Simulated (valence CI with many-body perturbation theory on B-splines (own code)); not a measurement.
The numbers below are computed, except where a source is named.
Hyperfine factors and g values of Tc³⁶⁺

Method: relativistic CI+MBPT: five valence electrons over a frozen Dirac-Fock core [He], a basis of 11 s, 11 p, 10 d, 8 f, 5 g, 2 h functions for each j, with the one-electron correlation potential Σ1 (screened to all orders), the two-electron term Σ2, the three-electron term Σ3, Breit, model QED; selected single and double excitations, second order for the rest, scaled by the run's own slope (own B-spline code, finite nucleus).

No measured spectrum was set against this ion. As an estimate, large intervals hold to a few tenths of a per cent, small ones and those within an open d or f shell to about a per cent. Among the levels kept, up to 11000 cm⁻¹ of a level comes from second order outside the variational space, and about a tenth of that is noise between levels of different J, which matters for small intervals.

A/g_I is the dipole constant over the nuclear g factor μ/I (μ in nuclear magnetons, uniformly magnetised nucleus), B/Q the quadrupole constant per barn. Both hold the static response of the core; the bare values leave it out. Large factors of s and p1/2 electrons are usually good to 5 to 10 %; those of open d and f shells near neutrality can be off by tens of per cent, and small factors of p3/2, d and f electrons come from cancelling terms and can be off by a factor of two or in sign, in half-filled shells by more. B is blank for J = 1/2, where it vanishes, and for nearly pure S terms. Energies count from the lowest level.

Levels are named by their leading jj configuration (3d3/2^4 stands for four electrons in 3d with j = 3/2), which in mixed levels can hold well under half, so a name can repeat and another be missing. Letters in brackets count levels of one name in rising energy.

```
                             Level  E (eV)      g  A/g_I (MHz)  A/g_I bare  B/Q (MHz/b)  B/Q bare
        (2s^2 2p1/2^2 2p3/2) J=3/2     0.0  1.429       126000      133000       222000    223000
        (2s^2 2p1/2 2p3/2^2) J=3/2   110.4  1.409        10200       16600        70400     70600
        (2s^2 2p1/2 2p3/2^2) J=5/2   126.7  1.188       285000      287000        -1330     -1330
        (2s^2 2p1/2 2p3/2^2) J=1/2   148.5  0.651       852000      845000                       
              (2s^2 2p3/2^3) J=3/2   259.4  1.265       151000      155000      -294000   -295000
        (2s 2p1/2^2 2p3/2^2) J=5/2   270.1  1.516       639000      637000       130000    130000
        (2s 2p1/2^2 2p3/2^2) J=1/2   318.3  2.250      2420000     2390000                       
        (2s 2p1/2^2 2p3/2^2) J=3/2   319.3  1.297      -233000     -218000      -134000   -134000
      (2s 2p1/2 2p3/2^3) J=3/2 [a]   400.2  1.419       508000      505000      -209000   -210000
          (2s 2p1/2 2p3/2^3) J=5/2   424.2  1.262       793000      785000      -398000   -399000
          (2s 2p1/2 2p3/2^3) J=1/2   448.7  1.495      -480000     -459000                       
      (2s 2p1/2 2p3/2^3) J=3/2 [b]   460.7  1.118        66300       75200        20500     20600
                (2s 2p3/2^4) J=1/2   577.2  1.556      2450000     2410000                       
           (2p1/2^2 2p3/2^3) J=3/2   638.0  1.323       133000      142000      -264000   -265000
             (2p1/2 2p3/2^4) J=1/2   763.4  0.651       854000      843000                       
           (2s^2 2p1/2^2 3s) J=1/2  2794.2  2.053       734000      725000                       
        (2s^2 2p1/2^2 3p1/2) J=1/2  2842.7  0.664       238000      235000                       
        (2s^2 2p1/2^2 3p3/2) J=3/2  2885.0  1.339        40400       42100        64200     64400
   (2s^2 2p1/2 2p3/2 3s) J=3/2 [a]  2907.1  1.679       199000      202000       173000    173000
       (2s^2 2p1/2 2p3/2 3s) J=1/2  2912.8  1.280      -284000     -271000                       
       (2s^2 2p1/2 2p3/2 3s) J=5/2  2920.2  1.361       398000      398000       185000    185000
   (2s^2 2p1/2 2p3/2 3s) J=3/2 [b]  2924.4  1.010       262000      266000       121000    121000
        (2s^2 2p1/2^2 3d3/2) J=3/2  2935.1  0.778        24700       24400         8970      9150
        (2s^2 2p1/2^2 3d5/2) J=5/2  2951.8  1.201        11600       11700        -1240     -1040
    (2s^2 2p1/2 2p3/2 3p1/2) J=1/2  2955.3  1.682      -122000     -111000                       
(2s^2 2p1/2 2p3/2 3p1/2) J=3/2 [a]  2960.0  1.150       193000      196000        34100     34200
    (2s^2 2p1/2 2p3/2 3p1/2) J=5/2  2969.6  1.116       302000      304000       179000    179000
(2s^2 2p1/2 2p3/2 3p1/2) J=3/2 [b]  2986.8  1.401       199000      204000       212000    212000
(2s^2 2p1/2 2p3/2 3p3/2) J=5/2 [a]  2992.1  1.427         7690       12000       281000    282000
(2s^2 2p1/2 2p3/2 3p3/2) J=1/2 [a]  2995.8  1.727      -199000     -192000                       
(2s^2 2p1/2 2p3/2 3p3/2) J=3/2 [a]  3000.6  1.207       246000      247000      -158000   -158000
    (2s^2 2p1/2 2p3/2 3p3/2) J=7/2  3006.1  1.260       198000      200000       256000    256000
(2s^2 2p1/2 2p3/2 3p3/2) J=3/2 [b]  3011.1  1.361        79600       83900        57300     57400
(2s^2 2p1/2 2p3/2 3p3/2) J=5/2 [b]  3018.8  1.191       260000      261000        22400     22500
(2s^2 2p1/2 2p3/2 3p3/2) J=1/2 [b]  3029.0  0.689       844000      839000                       
       (2s 2p1/2^2 2p3/2 3s) J=5/2  3041.8  1.750       702000      699000       171000    171000
           (2s^2 2p3/2^2 3s) J=5/2  3043.3  1.416       265000      267000        84000     84200
           (2s^2 2p3/2^2 3s) J=3/2  3048.0  1.041        35000       39300       -48600    -48800
(2s^2 2p1/2 2p3/2 3d3/2) J=3/2 [a]  3049.7  1.043        52900       57000       -52200    -52300
(2s^2 2p1/2 2p3/2 3d3/2) J=5/2 [a]  3050.6  0.983       136000      138000       -39500    -39500
```

Question: Take the isotope of mass number 99, with I = 9/2, μ = 5.678 μN and Q = -0.129 b. What is the hyperfine structure of (2s 2p1/2^2 2p3/2^2) J=5/2?

Answer: From the table A = 806000 MHz, B = -16700 MHz. Shifts from the centre of gravity in MHz: F = 2: -1.11e+07, F = 3: -8670000, F = 4: -5440000, F = 5: -1410000, F = 6: 3430000, F = 7: 9060000.
